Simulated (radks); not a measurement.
Question: All-electron atom: the arsenic ion As2+ in [Ar] 3d8 4s2 4p3 (not the ground configuration). Method: Dirac Kohn-Sham, PBE, spin-unpolarised, spherical densities, point nucleus; open shells fill j = l - 1/2 first; computed with a radial shooting solver on a logarithmic mesh with Libxc functionals. Some entries of the table are withheld. Estimate them.

orbital,occ.,eigenvalue (Ry),r(max) (bohr),<r^2> (bohr^2)
1s1/2,2,-864.7752,0.02973,0.002787
2s1/2,2,-113.1061,0.1702,0.04841
2p1/2,2,-101.4468,0.1343,0.03746
2p3/2,4,-98.76161,0.1373,0.03893
3s1/2,2,-17.38344,(1),(2)
3p1/2,2,-13.44906,0.5102,0.4152
3p3/2,4,-13.06118,0.5184,0.4286
3d3/2,4,-6.32806,(3),0.4816
3d5/2,4,-6.26765,(4),0.4870
4s1/2,2,-2.92258,1.464,3.142
4p1/2,2,-2.03710,1.638,(5)
4p3/2,1,-1.99740,1.662,(6)

Answer: 
(1) 3s1/2 r(max) (bohr): 0.5180
(2) 3s1/2 <r^2> (bohr^2): 0.3979
(3) 3d3/2 r(max) (bohr): 0.4624
(4) 3d5/2 r(max) (bohr): 0.4649
(5) 4p1/2 <r^2> (bohr^2): 4.152
(6) 4p3/2 <r^2> (bohr^2): 4.269
